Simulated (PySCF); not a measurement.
Species: C6H12FNSi2.
Atom-mapped SMILES: `[CH3:1][C:2]#[C:3][Si@H:4]1[CH2:5][Si@:6]([F:7])([NH:8][CH3:9])[CH2:10]1`

NICS is the negative of the GIAO shielding at a point without a nucleus: at the ring centre (0) and 1 Å above and below it (1); zz is the component along the ring normal. Level: GIAO PBE0/pcSseg-1 (PySCF, non-relativistic, gas phase) on the GFN2-xTB geometry, one conformer.

Ring bond lengths (Å), with Mayer bond orders in brackets: Si4–C5 1.925 (0.91), C5–Si6 1.911 (0.86), Si6–C10 1.906 (0.88), C10–Si4 1.922 (0.90).

Problem. Give the NICS values of each ring in ppm.

Solution. 
```csv
ring,type,NICS(0),"NICS(1), two faces","NICS(1)zz, two faces",rms pucker (Å),"centre to ring atoms, mean (Å)"
Si4–C5–Si6–C10,4-membered ring with 2 Si; formal bonds all single,-0.4,-2.3 / -1.5,1.7 / 3.4,0.01,1.35
```

Problem. What do they say, and how far can they be read as aromaticity?

Solution. 
- Si4–C5–Si6–C10: mean NICS(1)zz 2.5 ppm, near zero. Si4, C5, Si6, C10 have four or more neighbours, and the NICS criterion for π rings isn't applied.

Problem. Give the inner angles of the rings and the Hirshfeld charges of the ring atoms.

Solution. 
- Si4–C5–Si6–C10: Si4 88.3° (+0.370 e), C5 91.1° (-0.268 e), Si6 89.2° (+0.476 e), C10 91.3° (-0.265 e); sum 360.0° against 360° for a flat convex ring.

Problem. How shielded are the nuclei of the rings and their hydrogens (means over atoms taken as equivalent)?

Solution. 
```
       atoms                  environment  σ isotropic (ppm)  principal values of the symmetric part, first atom (ppm)
         Si4                  SiH silicon              414.2                                       376.9, 416.8, 448.8
     C5 (×2)  sp3 carbon bound to silicon              170.6                                       130.7, 185.4, 193.3
         Si6       fluorine-bound silicon              342.0                                       285.1, 343.5, 397.3
    H on Si4                Si–H hydrogen              26.99                                          23.1, 25.7, 32.2
H on C5 (×2)           methylene hydrogen              30.67                                          26.3, 28.8, 37.0
H on C5 (×2)           methylene hydrogen              30.53                                          26.1, 28.6, 36.9
```

Shape of the structure used: `[CH3:1][C:2]#[C:3][Si@H:4]1[CH2:5][Si@:6]([F:7])([NH:8][CH3:9])[CH2:10]1`: C5–Si6–N8–C9 -53°.
